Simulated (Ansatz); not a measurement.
Ansatz (a program for electronic structure) input (B3LYP/6-31G*):

Ansatz 0.2 input:
```yaml
crystal:
  periodic: [false, false, false]
  atoms:
    - {symbol: C, position_ang: [-2.42819094, 0.60341590, 0.37636812]}
    - {symbol: C, position_ang: [-1.04911890, 0.11952121, -0.05018421]}
    - {symbol: C, position_ang: [0.04309835, 0.42750453, 0.99510006]}
    - {symbol: C, position_ang: [1.43415203, 0.07731355, 0.59816445]}
    - {symbol: Cl, position_ang: [2.25350420, 1.06686484, -0.56853405]}
    - {symbol: Cl, position_ang: [-1.10870323, -1.69006210, -0.36017880]}
    - {symbol: H, position_ang: [-2.41072660, 1.69293056, 0.50403595]}
    - {symbol: H, position_ang: [-3.18044208, 0.35717719, -0.37781506]}
    - {symbol: H, position_ang: [-2.72827857, 0.14804840, 1.32579304]}
    - {symbol: H, position_ang: [-0.76753795, 0.55111575, -1.01342514]}
    - {symbol: H, position_ang: [-0.19981600, -0.10605291, 1.92277130]}
    - {symbol: H, position_ang: [-0.01890548, 1.50402212, 1.20968502]}
    - {symbol: H, position_ang: [1.84444684, -0.91941896, 0.70038268]}
basis:
  gaussian:
    orbitals: 6-31G*
hamiltonian:
  xc: {name: B3LYP}
magnetization: {spin_polarized: true, initial_magnetization: 1}
phonons: {temperatures: {t_min: 298.15, t_max: 298.15, t_step: 100}}
```

Output:

```
Functional definition: B3LYP
integrals: 0.07 GiB planned
1282 factors; integrals over basis functions are off by at most 4.1e-4 eV
mean field: 1.03 GiB planned
mean field evaluation 1: about -29300.5375 eV, gradient 3.4e1 eV
mean field evaluation 2: about -29297.7744 eV, gradient 4.1e1 eV
mean field evaluation 4: about -29306.2578 eV, gradient 2.1e0 eV
mean field evaluation 8: about -29306.2964 eV, gradient 1.4e-1 eV
mean field evaluation 16: about -29306.2966 eV, gradient 8.1e-5 eV
mean field -29306.29663038 eV, -1076.9865366453 hartree, gradient 8.1e-5 eV, S^2 0.753926; 0 other end points of the search recorded, 0 dependent functions left out
the calculation of the forces begins
reference -29306.29686341 eV, -1076.9865452087 hartree; 33, 32 occupied and 79, 80 virtual orbitals, 1282 factors
these checks for a lower state are left out or cut short: stability, starts, cluster_reference, orbital_swaps, neighbouring_geometries, increment
integrals: 0.07 GiB planned
1282 factors; integrals over basis functions are off by at most 4.1e-4 eV
mean field: 1.03 GiB planned
mean field -29306.29647671 eV, -1076.9865309980 hartree, gradient 1.4e-6 eV, S^2 0.753926; 0 other end points of the search recorded, 0 dependent functions left out
the calculation of the forces begins
reference -29306.29670972 eV, -1076.9865395608 hartree; 33, 32 occupied and 79, 80 virtual orbitals, 1282 factors
these checks for a lower state are left out or cut short: stability, starts, cluster_reference, orbital_swaps, neighbouring_geometries, increment
integrals: 0.07 GiB planned
1282 factors; integrals over basis functions are off by at most 4.1e-4 eV
mean field: 1.03 GiB planned
mean field -29306.29647575 eV, -1076.9865309626 hartree, gradient 1.3e-6 eV, S^2 0.753926; 0 other end points of the search recorded, 0 dependent functions left out
the calculation of the forces begins
reference -29306.29670879 eV, -1076.9865395268 hartree; 33, 32 occupied and 79, 80 virtual orbitals, 1282 factors
these checks for a lower state are left out or cut short: stability, starts, cluster_reference, orbital_swaps, neighbouring_geometries, increment
integrals: 0.07 GiB planned
1282 factors; integrals over basis functions are off by at most 4.1e-4 eV
mean field: 1.03 GiB planned
mean field evaluation 32: about -29306.2964 eV, gradient 8.5e-2 eV
mean field -29306.29645929 eV, -1076.9865303577 hartree, gradient 2.6e-6 eV, S^2 0.753926; 0 other end points of the search recorded, 0 dependent functions left out
the calculation of the forces begins
reference -29306.29669230 eV, -1076.9865389208 hartree; 33, 32 occupied and 79, 80 virtual orbitals, 1282 factors
these checks for a lower state are left out or cut short: stability, starts, cluster_reference, orbital_swaps, neighbouring_geometries, increment
integrals: 0.07 GiB planned
1282 factors; integrals over basis functions are off by at most 4.2e-4 eV
mean field: 1.03 GiB planned
mean field -29306.29645944 eV, -1076.9865303633 hartree, gradient 2.4e-6 eV, S^2 0.753926; 0 other end points of the search recorded, 0 dependent functions left out
the calculation of the forces begins
reference -29306.29669248 eV, -1076.9865389272 hartree; 33, 32 occupied and 79, 80 virtual orbitals, 1282 factors
these checks for a lower state are left out or cut short: stability, starts, cluster_reference, orbital_swaps, neighbouring_geometries, increment
integrals: 0.07 GiB planned
1282 factors; integrals over basis functions are off by at most 4.1e-4 eV
mean field: 1.03 GiB planned
mean field -29306.29645422 eV, -1076.9865301715 hartree, gradient 2.7e-6 eV, S^2 0.753926; 0 other end points of the search recorded, 0 dependent functions left out
the calculation of the forces begins
reference -29306.29668725 eV, -1076.9865387349 hartree; 33, 32 occupied and 79, 80 virtual orbitals, 1282 factors
these checks for a lower state are left out or cut short: stability, starts, cluster_reference, orbital_swaps, neighbouring_geometries, increment
integrals: 0.07 GiB planned
1282 factors; integrals over basis functions are off by at most 4.1e-4 eV
mean field: 1.03 GiB planned
mean field -29306.29645317 eV, -1076.9865301327 hartree, gradient 2.7e-6 eV, S^2 0.753926; 0 other end points of the search recorded, 0 dependent functions left out
the calculation of the forces begins
reference -29306.29668619 eV, -1076.9865386962 hartree; 33, 32 occupied and 79, 80 virtual orbitals, 1282 factors
these checks for a lower state are left out or cut short: stability, starts, cluster_reference, orbital_swaps, neighbouring_geometries, increment
integrals: 0.07 GiB planned
1282 factors; integrals over basis functions are off by at most 4.1e-4 eV
mean field: 1.03 GiB planned
mean field -29306.29649240 eV, -1076.9865315746 hartree, gradient 2.1e-6 eV, S^2 0.753924; 0 other end points of the search recorded, 0 dependent functions left out
[...]
mean field: 1.03 GiB planned
mean field evaluation 416: about -29306.2966 eV, gradient 3.2e-2 eV
mean field -29306.29661317 eV, -1076.9865360128 hartree, gradient 1.2e-6 eV, S^2 0.753925; 0 other end points of the search recorded, 0 dependent functions left out
the calculation of the forces begins
reference -29306.29684619 eV, -1076.9865445762 hartree; 33, 32 occupied and 79, 80 virtual orbitals, 1282 factors
these checks for a lower state are left out or cut short: stability, starts, cluster_reference, orbital_swaps, neighbouring_geometries, increment
integrals: 0.07 GiB planned
1282 factors; integrals over basis functions are off by at most 4.1e-4 eV
mean field: 1.03 GiB planned
mean field -29306.29661236 eV, -1076.9865359828 hartree, gradient 1.2e-6 eV, S^2 0.753927; 0 other end points of the search recorded, 0 dependent functions left out
the calculation of the forces begins
reference -29306.29684538 eV, -1076.9865445464 hartree; 33, 32 occupied and 79, 80 virtual orbitals, 1282 factors
these checks for a lower state are left out or cut short: stability, starts, cluster_reference, orbital_swaps, neighbouring_geometries, increment
integrals: 0.07 GiB planned
1282 factors; integrals over basis functions are off by at most 4.1e-4 eV
mean field: 1.03 GiB planned
mean field -29306.29653385 eV, -1076.9865330979 hartree, gradient 2.2e-6 eV, S^2 0.753927; 0 other end points of the search recorded, 0 dependent functions left out
the calculation of the forces begins
reference -29306.29676687 eV, -1076.9865416612 hartree; 33, 32 occupied and 79, 80 virtual orbitals, 1282 factors
these checks for a lower state are left out or cut short: stability, starts, cluster_reference, orbital_swaps, neighbouring_geometries, increment
integrals: 0.07 GiB planned
1282 factors; integrals over basis functions are off by at most 4.1e-4 eV
mean field: 1.03 GiB planned
mean field -29306.29653374 eV, -1076.9865330938 hartree, gradient 2.8e-6 eV, S^2 0.753926; 0 other end points of the search recorded, 0 dependent functions left out
the calculation of the forces begins
reference -29306.29676677 eV, -1076.9865416575 hartree; 33, 32 occupied and 79, 80 virtual orbitals, 1282 factors
these checks for a lower state are left out or cut short: stability, starts, cluster_reference, orbital_swaps, neighbouring_geometries, increment
integrals: 0.07 GiB planned
1282 factors; integrals over basis functions are off by at most 4.1e-4 eV
mean field: 1.03 GiB planned
mean field -29306.29661224 eV, -1076.9865359785 hartree, gradient 9.3e-7 eV, S^2 0.753926; 0 other end points of the search recorded, 0 dependent functions left out
the calculation of the forces begins
reference -29306.29684527 eV, -1076.9865445421 hartree; 33, 32 occupied and 79, 80 virtual orbitals, 1282 factors
these checks for a lower state are left out or cut short: stability, starts, cluster_reference, orbital_swaps, neighbouring_geometries, increment
integrals: 0.07 GiB planned
1282 factors; integrals over basis functions are off by at most 4.1e-4 eV
mean field: 1.03 GiB planned
mean field evaluation 448: about -29306.2966 eV, gradient 1.4e-5 eV
mean field -29306.29661290 eV, -1076.9865360028 hartree, gradient 9.6e-7 eV, S^2 0.753926; 0 other end points of the search recorded, 0 dependent functions left out
the calculation of the forces begins
reference -29306.29684592 eV, -1076.9865445661 hartree; 33, 32 occupied and 79, 80 virtual orbitals, 1282 factors
these checks for a lower state are left out or cut short: stability, starts, cluster_reference, orbital_swaps, neighbouring_geometries, increment
integrals: 0.07 GiB planned
1282 factors; integrals over basis functions are off by at most 4.1e-4 eV
mean field: 1.03 GiB planned
mean field -29306.29660268 eV, -1076.9865356271 hartree, gradient 1.3e-6 eV, S^2 0.753931; 0 other end points of the search recorded, 0 dependent functions left out
the calculation of the forces begins
reference -29306.29683571 eV, -1076.9865441908 hartree; 33, 32 occupied and 79, 80 virtual orbitals, 1282 factors
these checks for a lower state are left out or cut short: stability, starts, cluster_reference, orbital_swaps, neighbouring_geometries, increment
integrals: 0.07 GiB planned
1282 factors; integrals over basis functions are off by at most 4.1e-4 eV
mean field: 1.03 GiB planned
mean field -29306.29660276 eV, -1076.9865356303 hartree, gradient 1.3e-6 eV, S^2 0.753921; 0 other end points of the search recorded, 0 dependent functions left out
the calculation of the forces begins
reference -29306.29683578 eV, -1076.9865441935 hartree; 33, 32 occupied and 79, 80 virtual orbitals, 1282 factors
these checks for a lower state are left out or cut short: stability, starts, cluster_reference, orbital_swaps, neighbouring_geometries, increment
integrals: 0.07 GiB planned
1282 factors; integrals over basis functions are off by at most 4.1e-4 eV
mean field: 1.03 GiB planned
mean field -29306.29653493 eV, -1076.9865331376 hartree, gradient 1.7e-6 eV, S^2 0.753921; 0 other end points of the search recorded, 0 dependent functions left out
the calculation of the forces begins
reference -29306.29676796 eV, -1076.9865417010 hartree; 33, 32 occupied and 79, 80 virtual orbitals, 1282 factors
these checks for a lower state are left out or cut short: stability, starts, cluster_reference, orbital_swaps, neighbouring_geometries, increment
integrals: 0.07 GiB planned
1282 factors; integrals over basis functions are off by at most 4.1e-4 eV
mean field: 1.03 GiB planned
mean field -29306.29653432 eV, -1076.9865331151 hartree, gradient 1.6e-6 eV, S^2 0.753932; 0 other end points of the search recorded, 0 dependent functions left out
the calculation of the forces begins
reference -29306.29676735 eV, -1076.9865416786 hartree; 33, 32 occupied and 79, 80 virtual orbitals, 1282 factors
these checks for a lower state are left out or cut short: stability, starts, cluster_reference, orbital_swaps, neighbouring_geometries, increment
integrals: 0.07 GiB planned
1282 factors; integrals over basis functions are off by at most 4.1e-4 eV
mean field: 1.03 GiB planned
mean field evaluation 480: about -29306.2966 eV, gradient 1.7e-6 eV
mean field -29306.29662169 eV, -1076.9865363258 hartree, gradient 1.7e-6 eV, S^2 0.753930; 0 other end points of the search recorded, 0 dependent functions left out
the calculation of the forces begins
reference -29306.29685471 eV, -1076.9865448893 hartree; 33, 32 occupied and 79, 80 virtual orbitals, 1282 factors
these checks for a lower state are left out or cut short: stability, starts, cluster_reference, orbital_swaps, neighbouring_geometries, increment
integrals: 0.07 GiB planned
1282 factors; integrals over basis functions are off by at most 4.1e-4 eV
mean field: 1.03 GiB planned
mean field -29306.29662273 eV, -1076.9865363638 hartree, gradient 1.9e-6 eV, S^2 0.753922; 0 other end points of the search recorded, 0 dependent functions left out
the calculation of the forces begins
reference -29306.29685575 eV, -1076.9865449273 hartree; 33, 32 occupied and 79, 80 virtual orbitals, 1282 factors
Total energy: -29306.29686341 eV, -1076.9865452087 hartree
Atom 0 at    -2.428191     0.603416     0.376368 Å, force     0.000274     0.000214     0.000291 eV/Å
Atom 1 at    -1.049119     0.119521    -0.050184 Å, force    -0.000225    -0.000901    -0.000423 eV/Å
Atom 2 at     0.043098     0.427505     0.995100 Å, force    -0.000215     0.000367     0.000139 eV/Å
Atom 3 at     1.434152     0.077314     0.598164 Å, force     0.000076    -0.000193    -0.000038 eV/Å
Atom 4 at     2.253504     1.066865    -0.568534 Å, force    -0.000317    -0.000324     0.000401 eV/Å
Atom 5 at    -1.108703    -1.690062    -0.360179 Å, force     0.000609     0.000602     0.000094 eV/Å
Atom 6 at    -2.410727     1.692931     0.504036 Å, force     0.000008    -0.000016    -0.000025 eV/Å
Atom 7 at    -3.180442     0.357177    -0.377815 Å, force     0.000195    -0.000015     0.000073 eV/Å
Atom 8 at    -2.728279     0.148048     1.325793 Å, force    -0.000156     0.000228    -0.000122 eV/Å
Atom 9 at    -0.767538     0.551116    -1.013425 Å, force    -0.000377    -0.000033     0.000254 eV/Å
Atom 10 at    -0.199816    -0.106053     1.922771 Å, force    -0.000028    -0.000043    -0.000318 eV/Å
Atom 11 at    -0.018905     1.504022     1.209685 Å, force     0.000162    -0.000168    -0.000125 eV/Å
Atom 12 at     1.844447    -0.919419     0.700383 Å, force    -0.000007     0.000282    -0.000202 eV/Å
Dipole moment:    -0.215996     0.281890     0.247266 e Å
Vibrations: 50.49 89.69 192.07 246.72 301.31 337.51 368.85 442.21 522.91 610.03 729.94 882.21 930.41 1025.30 1100.87 1109.14 1129.79 1219.51 1294.92 1324.73 1358.12 1382.42 1439.15 1483.03 1514.68 1525.36 3031.88 3054.06 3084.45 3114.67 3128.09 3147.80 3248.64 cm⁻¹, zero-point energy 2.753750 eV
```

The blocks after the first are displaced geometries, from whose forces the wavenumbers follow.
